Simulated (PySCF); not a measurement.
Excitation energy of Cl⁺ by level of theory

Cl⁺ [Ne] 3s2 3p4 (3P) → Cl⁺ [Ne] 3s2 3p3 4s1 (5S), as a difference of total energies. Computed with PySCF 2.14 in aug-cc-pV(Q+d)Z with one added diffuse shell each of s, p, d, f, g type (8s7p6d4f3g, 114 functions), with the non-relativistic Hamiltonian (point nucleus). Correlated levels: valence: [Ne] frozen. The calculations carry no spin-orbit coupling.

```tsv
method	excitation energy (eV)	error (eV)
UHF	12.628	-0.705
LDA	13.314	-0.019
PBE	13.285	-0.048
PBE0	13.390	+0.057
r2SCAN	13.600	+0.267
r2SCANh	13.583	+0.250
M06-L	14.003	+0.670
B3LYP	13.493	+0.160
MP2 (valence)	13.130	-0.203
SCS-MP2 (valence)	13.375	+0.042
```

Reference: 13.333 eV (measured; NIST levels, between the centres of gravity of the two terms).

Errors of the correlated levels include the incompleteness of this basis and the frozen core.
